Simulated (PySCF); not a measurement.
The dipole of `C=C(F)C[C@H](C)CC` from its density and from atomic charges.

Coordinates (GFN2-xTB, Å) and charges (e) from the PBE0/pcSseg-1 density (PySCF):

```
atom       x       y       z  Mulliken      IAO  Hirshfeld  ESP-fitted
  C1   2.373  -1.780  -0.416   -0.1990  -0.3955    -0.1378     -0.6400
  C2   1.503  -1.017  -1.049   +0.1551  +0.3065    +0.1008     +0.4219
  F3   0.853  -1.518  -2.129   -0.2889  -0.2849    -0.0883     -0.2096
  C4   1.099   0.384  -0.736   -0.1437  -0.2820    -0.0741     -0.6164
  C5  -0.362   0.471  -0.255   -0.4001  -0.0916    -0.0181     +0.4419
  C6  -0.796   1.933  -0.217   -0.1945  -0.4172    -0.1171     -0.5779
  C7  -0.506  -0.201   1.115   -0.2206  -0.2523    -0.0700     +0.0913
  C8  -1.957  -0.432   1.522   -0.2548  -0.4156    -0.1169     -0.3648
  H9   2.578  -2.785  -0.740   +0.1264  +0.1660    +0.0488     +0.2311
 H10   2.903  -1.414   0.442   +0.1239  +0.1614    +0.0511     +0.2169
 H11   1.764   0.789   0.028   +0.1244  +0.1446    +0.0483     +0.1678
 H12   1.204   0.981  -1.646   +0.1365  +0.1506    +0.0449     +0.1949
 H13  -0.991  -0.063  -0.975   +0.1285  +0.1310    +0.0321     -0.0130
 H14  -0.695   2.388  -1.200   +0.1136  +0.1383    +0.0404     +0.1323
 H15  -0.181   2.494   0.485   +0.1030  +0.1327    +0.0378     +0.1408
 H16  -1.835   2.022   0.089   +0.1188  +0.1394    +0.0404     +0.1360
 H17  -0.008   0.414   1.868   +0.1042  +0.1226    +0.0327     -0.0091
 H18   0.005  -1.166   1.086   +0.1333  +0.1339    +0.0271     -0.0025
 H19  -2.490   0.509   1.633   +0.1089  +0.1327    +0.0367     +0.0837
 H20  -2.469  -1.033   0.775   +0.1097  +0.1372    +0.0396     +0.0768
 H21  -2.000  -0.959   2.473   +0.1153  +0.1421    +0.0411     +0.0976
```

Q: Compute μ = Σ q r for each scheme (1 e·Å = 4.803 D) and compare with the dipole of the full density.

A: The full density gives (0.18, 0.97, 1.16) D, 1.53 D in size; dipole vectors point from the negative to the positive end.

| scheme | μx | μy | μz | size (D) | share of the full size (%) | angle to the full dipole (°) |
| --- | --- | --- | --- | --- | --- | --- |
| Mulliken | 0.58 | 1.70 | 2.77 | 3.30 | 216 | 9 |
| IAO | 0.72 | 1.38 | 1.89 | 2.45 | 160 | 11 |
| Hirshfeld | 0.16 | 0.69 | 0.51 | 0.87 | 57 | 14 |
| ESP-fitted | 0.17 | 0.99 | 1.17 | 1.54 | 101 | 1 |

Q: Which set comes closest?

A: Length of the difference vector: ESP-fitted 0.02 D, Hirshfeld 0.71 D, IAO 0.99 D, Mulliken 1.81 D. Closest: ESP-fitted. ESP charges are fitted to the potential around the molecule, whose slowest-falling term is the dipole's. 

Q: What is left for the Hirshfeld atoms' own dipoles?

A: The shares of the density sum to the whole, so what Σ q r misses lies in dipoles about the nuclei. The atomic dipoles sum to (0.18, 0.97, 1.16) − (0.16, 0.69, 0.51) = (0.02, 0.28, 0.65) D, 0.71 D in size.

Q: With the origin at the mean of the coordinates, (0.000, 0.001, 0.103) Å, which are the largest single terms, by size, of the ESP-fitted dipole along the direction of the full one?

A: C1 +3.83, C2 -2.73, F3 +2.58, C6 -2.48, H9 -2.34 D; all 21 atoms together +1.54 D. The single terms depend on the origin, their sum doesn't.

Q: Give the size of the full dipole in other units.

A: 1.53 D = 0.601 au = 0.318 e·Å = 5.09 × 10⁻³⁰ C·m.

Isolated species at its GFN2-xTB geometry (one conformer only).

The values belong to the conformer `[CH2:1]=[C:2]([F:3])[CH2:4][C@H:5]([CH3:6])[CH2:7][CH3:8]`: C1–C2–C4–C5 -112°, C2–C4–C5–C6 -169°, C4–C5–C7–C8 -167°.
